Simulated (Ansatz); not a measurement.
Species: sum formula H$_{6}$SiN$_{3}$O, charge 0, multiplicity 2. It need not be the lowest isomer of its formula. 
Geometry from a B3LYP-D3(BJ)/def2-TZVP (Ansatz, a program for electronic structure) optimisation:
```xyz
11

N      1.2992    -0.5515     0.9677
Si     0.0359     0.0665     0.0170
N     -0.7481    -1.0879    -1.0300
N     -1.1579     0.6493     1.0912
O      0.6324     0.9972    -1.1759
H      1.1631    -1.0331     1.8396
H      2.2509    -0.5647     0.6442
H     -0.1618    -1.6684    -1.6133
H     -1.5944    -0.8381    -1.5229
H     -0.8829     1.2584     1.8456
H     -2.0892     0.8679     0.7741
```
Charge 0, spin multiplicity 2.

Basis-set convergence of Hartree-Fock and CCSD correlation energies (hartree) with Ansatz. Valence correlation only, unless marked. Open shells are spin-unrestricted. Spin-orbit coupling is left out. No relativistic terms.

| basis | functions | E(HF) | E(corr, CCSD) |
|---|---|---|---|
| cc-pV(D+d)Z | 109 | -530.74662 | -0.79613 |
| cc-pV(T+d)Z | 243 | -530.85970 | -0.98889 |
| cc-pV(Q+d)Z | 464 | -530.88377 | -1.05220 |

Extrapolating the two largest sets (X = 3 and 4) as X^-3: E(corr) = (64·(-1.05220) - 27·(-0.98889))/37 = -1.0984 Eh, an estimate of the basis-set limit. The largest set recovers 95.8 % of it, the smallest 72.5 %.
